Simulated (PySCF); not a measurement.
Gas-phase reaction: 2 SnHF3 → SnH2 + SnF4 + F2

Method: PySCF energies plus ideal-gas RRHO corrections (1 bar). † marks an energy on the PBE0/def2-TZVP geometry and frequencies; other levels use their own. MP2 freezes the core. All species are closed-shell singlets. Sn: scalar-relativistic def2 core potential, no spin-orbit coupling. SnHF3, SnH2: computed as isolated molecules; such fragments, hydroxides, amides, oligomers or adducts are transient or little studied in the gas. MP2 isn't extrapolated to the basis-set limit.

```
level               ΔH°(298 K), kJ
------------------  --------------
BLYP/def2-TZVP†                690
MP2/def2-SVP†                  757
PBE/def2-SVP                   ___
PBE/def2-TZVP†                 ___
PBE0/def2-QZVP†                744
r2SCAN/def2-TZVP†              ___
ωB97M-V/def2-TZVP†             743
```

Q: Some entries are withheld; supply them.

A: 
- PBE/def2-SVP, ΔH°(298 K), kJ: 672
- PBE/def2-TZVP†, ΔH°(298 K), kJ: 706
- r2SCAN/def2-TZVP†, ΔH°(298 K), kJ: 749
